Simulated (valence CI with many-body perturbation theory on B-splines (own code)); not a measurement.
The numbers below are computed, except where a source is named.
## Level structure of Br³⁺

Level of theory: configuration interaction combined with many-body perturbation theory (CI+MBPT): four valence electrons over a frozen Dirac-Fock core [Ar] 3d10, a basis of 11 s, 11 p, 10 d, 8 f, 5 g, 2 h functions for each j, with the one-electron correlation potential Σ1, the two-electron term Σ2, the three-electron term Σ3, Breit, model QED; selected CI, second order for the rest, scaled by the run's own slope (own B-spline code, finite nucleus).

No measured spectrum was set against this ion. As an estimate, levels hold to about 250 cm⁻¹ or 0.2 % of their energy and the worst to 1 %, as in measured heavy ions of charge 2 to 7; those with d or f electrons hold less well. Among the levels kept, up to 1600 cm⁻¹ of a level comes from second order outside the variational space, and about a tenth of that is noise between levels of different J, which matters for small intervals.

Levels 46 to 90 of 198, with energies above the lowest level, 4s2.4p2 3P_0. "Leading %" is the weight of the configuration and term that name the level; weights of strongly mixed levels are sums over their largest components and can fall short. In the jj column 3d3/2^4 stands for four electrons in 3d with j = 3/2.

```
No.  Configuration  Term  J  E (eV)  Leading %                   Leading jj      g    Second component
 46      4s.4p2.4d    5F  2  30.084         94  4s 4p1/2 4p3/2 4d3/2 (45 %)  1.015                    
 47      4s.4p2.4d    5F  3  30.214         92  4s 4p1/2 4p3/2 4d3/2 (41 %)  1.262    5 % 4s.4p2.4d 5D
 48            4p4    1D  2  30.268         56         4p1/2 4p3/2^3 (49 %)  1.028   31 % 4s.4p2.4d 1D
 49      4s.4p2.4d    5F  4  30.403         92  4s 4p1/2 4p3/2 4d5/2 (63 %)  1.356    4 % 4s.4p2.4d 5D
 50      4s.4p2.4d    5F  5  30.652         96      4s 4p3/2^2 4d5/2 (56 %)  1.399                    
 51      4s.4p2.4d    5D  0  30.951         96  4s 4p1/2 4p3/2 4d3/2 (78 %)                           
 52      4s.4p2.4d    5D  1  30.972         95  4s 4p1/2 4p3/2 4d3/2 (59 %)  1.488                    
 53      4s.4p2.4d    5D  2  31.011         92  4s 4p1/2 4p3/2 4d3/2 (35 %)  1.483                    
 54      4s.4p2.4d    5D  3  31.072         88      4s 4p3/2^2 4d3/2 (23 %)  1.481    4 % 4s.4p2.4d 5F
 55      4s.4p2.4d    5D  4  31.186         88  4s 4p1/2 4p3/2 4d5/2 (50 %)  1.481                    
 56      4s.4p2.4d    3F  2  31.851         73  4s 4p1/2 4p3/2 4d5/2 (32 %)  0.676   14 % 4s2.4p.4f 3F
 57      4s.4p2.4d    3F  3  31.958         40      4s^2 4p1/2 4f5/2 (25 %)  1.010   23 % 4s2.4p.4f 3F
 58      4s2.4p.4f    1F  3  32.029         42      4s^2 4p1/2 4f5/2 (52 %)  0.941   27 % 4s2.4p.4f 3G
 59      4s2.4p.4f    3F  4  32.106         31      4s^2 4p1/2 4f7/2 (57 %)  1.164   30 % 4s2.4p.4f 3G
 60      4s.4p2.4d    3F  3  32.344         37      4s^2 4p1/2 4f7/2 (43 %)  1.066   16 % 4s2.4p.4f 3F
 61      4s2.4p.4f    3F  2  32.382         60      4s^2 4p1/2 4f5/2 (63 %)  0.734   12 % 4s.4p2.4d 3F
 62      4s.4p2.4d    3F  4  32.457         59      4s 4p3/2^2 4d5/2 (42 %)  1.191   24 % 4s2.4p.4f 3G
 63      4s.4p2.4d    5P  3  32.627         90  4s 4p1/2 4p3/2 4d5/2 (46 %)  1.642                    
 64      4s2.4p.4f    3F  3  32.705         35      4s^2 4p3/2 4f5/2 (70 %)  0.985   23 % 4s2.4p.4f 1F
 65      4s2.4p.4f    3G  5  32.709         73      4s^2 4p3/2 4f7/2 (73 %)  1.202   21 % 4s.4p2.4d 3G
 66      4s2.4p.5d   3F°  2  32.728         69      4s^2 4p1/2 5d3/2 (94 %)  0.766  23 % 4s2.4p.5d 1D°
 67      4s.4p2.4d    5P  2  32.772         92  4s 4p1/2 4p3/2 4d3/2 (30 %)  1.827                    
 68      4s2.4p.4f    3F  4  32.798         55      4s^2 4p3/2 4f7/2 (48 %)  1.196   19 % 4s2.4p.4f 3G
 69      4s.4p2.4d    5P  1  32.851         91      4s 4p3/2^2 4d3/2 (43 %)  2.493    5 % 4s.4p2.5s 5P
 70      4s2.4p.5d   3F°  3  32.937         67      4s^2 4p1/2 5d5/2 (85 %)  1.127  19 % 4s2.4p.5d 3D°
 71      4s2.4p.5d   3D°  2  32.944         34      4s^2 4p1/2 5d5/2 (89 %)  1.184  28 % 4s2.4p.5d 3P°
 72      4s2.4p.5d   3D°  1  33.073         72      4s^2 4p1/2 5d3/2 (85 %)  0.693  13 % 4s2.4p.5d 3P°
 73      4s2.4p.4f    3D  3  33.165         71      4s^2 4p3/2 4f7/2 (65 %)  1.279   13 % 4s2.4p.4f 3F
 74      4s2.4p.4f    3D  2  33.262         68      4s^2 4p3/2 4f5/2 (74 %)  1.078   12 % 4s2.4p.4f 3F
 75      4s2.4p.6s   3P°  0  33.278         94         4s^2 4p1/2 6s (94 %)                           
 76      4s2.4p.6s   3P°  1  33.319         69         4s^2 4p1/2 6s (93 %)  1.363  25 % 4s2.4p.6s 1P°
 77      4s2.4p.4f    1G  4  33.368         82      4s^2 4p3/2 4f5/2 (45 %)  1.012      5 % 4s2.4d2 1G
 78      4s2.4p.4f    3D  1  33.398         90      4s^2 4p3/2 4f5/2 (90 %)  0.499                    
 79      4s2.4p.5d   3F°  4  33.497         94      4s^2 4p3/2 5d5/2 (94 %)  1.250                    
 80      4s2.4p.5d   1D°  2  33.500         42      4s^2 4p3/2 5d3/2 (63 %)  1.016  28 % 4s2.4p.5d 3D°
 81      4s2.4p.4f    1D  2  33.595         74      4s^2 4p3/2 4f7/2 (83 %)  1.021   14 % 4s2.4p.4f 3D
 82      4s2.4p.5d   3D°  3  33.606         70      4s^2 4p3/2 5d5/2 (53 %)  1.268  23 % 4s2.4p.5d 3F°
 83      4s.4p2.5s    5P  1  33.709         90         4s 4p1/2^2 5s (43 %)  2.487    5 % 4s.4p2.4d 5P
 84            4p4    1S  0  33.714         50       4p1/2^2 4p3/2^2 (37 %)          35 % 4s.4p2.4d 1S
 85      4s2.4p.5d   3P°  2  33.741         57      4s^2 4p3/2 5d5/2 (59 %)  1.370  30 % 4s2.4p.5d 3D°
 86      4s2.4p.5d   3P°  1  33.800         74      4s^2 4p3/2 5d3/2 (85 %)  1.297  17 % 4s2.4p.5d 3D°
 87      4s2.4p.5d   3P°  0  33.848         94      4s^2 4p3/2 5d3/2 (94 %)                           
 88      4s.4p2.5s    5P  2  33.982         93     4s 4p1/2 4p3/2 5s (84 %)  1.829                    
 89      4s2.4p.6s   3P°  2  34.047         92         4s^2 4p3/2 6s (92 %)  1.499                    
 90      4s.4p2.4d    3P  2  34.078         55  4s 4p1/2 4p3/2 4d5/2 (36 %)  1.487         31 % 4p4 3P
```

Names give the largest LS component (configuration and term), which can be under half, so a name can repeat, a term be missing and a line seem to break the LS rules; names also repeat where a configuration has a term twice.

Where two levels of one J and parity lie close, their mixing, g and order are uncertain.
